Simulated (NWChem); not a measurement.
System: C4H5O2, doublet; SMILES O=C(C=[C]O)C

NWChem input:

```
start job
memory heap 200 mb stack 900 mb global 1100 mb
geometry units angstroms noautosym nocenter noautoz
  C      1.423868     0.632701     0.001793
  C     -0.041301     0.995007     0.000882
  O     -0.414809     2.147185    -0.000114
  C     -1.043712    -0.104445     0.000974
  C     -0.798113    -1.413404    -0.000169
  O      0.303707    -2.127004    -0.000224
  H      1.674848     0.021650     0.882135
  H      2.016186     1.555730     0.006195
  H      1.676996     0.028923    -0.882980
  H     -2.084667     0.228679     0.001221
  H      0.097331    -3.070379    -0.003521
end
basis spherical
  C library 3-21g
  O library 3-21g
  H library 3-21g
end
dft
  odft
  mult 2
  xc m06-2x
  iterations 150
end
cosmo
  do_cosmo_smd true
  solvent water
end
task dft energy
```

Coordinates come from a PBE0/def2-SVP, spin-unrestricted optimisation. No frequency run checked for a minimum. No stability test was run on the SCF state. Solvent: water.

Solvent water, SMD (1 M gas to 1 M solution), gas-phase geometry. Reactions with the solvent are ignored.

Q: Predict the main results of this run. (M06-2X/3-21G, spin-unrestricted, SMD on the gas-phase geometry.) Quantities: basis functions; solvation free energy (kcal/mol); cavity-dispersion-structure term (kcal/mol); dipole in solution (D).

A: 
```
Quantity                                     Value
-------------------------------------------  -----
number of basis functions                       64
solvation free energy (kcal/mol)              -9.0
cavity-dispersion-structure term (kcal/mol)    5.4
dipole in solution (D)                        6.74
```
